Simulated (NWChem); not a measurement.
SiH$_{2}$S, singlet; SMILES [SiH]S

```xyz
4

Si     0.0628     1.1465     0.0000
H     -1.4840     1.1852     0.0000
S     -0.0435    -0.9994     0.0000
H      1.3013    -1.2449     0.0000
```
Atoms are numbered in this order, from 1.

Computed with NWChem. Low-valent species are run as closed-shell singlets; no triplet was tried in these runs. Coordinates come from a PBE-D3(BJ)/def2-SVP optimisation. B3LYP is NWChem's, with the RPA form of VWN correlation. Vertical excitations in the gas phase.

Estimate the computed values for B3LYP/def2-SVPD, TDA. Quantities: lowest excitation, singlet (eV); oscillator strength of that lowest state; lowest state with f > 0.02, singlet (eV); oscillator strength of that bright state; lowest triplet (eV); orbital gap (eV).


```
Quantity                                  Value
----------------------------------------  -----
lowest excitation, singlet (eV)            3.28
oscillator strength of that lowest state  0.022
lowest state with f > 0.02, singlet (eV)   3.28
oscillator strength of that bright state  0.022
lowest triplet (eV)                        1.99
orbital gap (eV)                           4.05
```
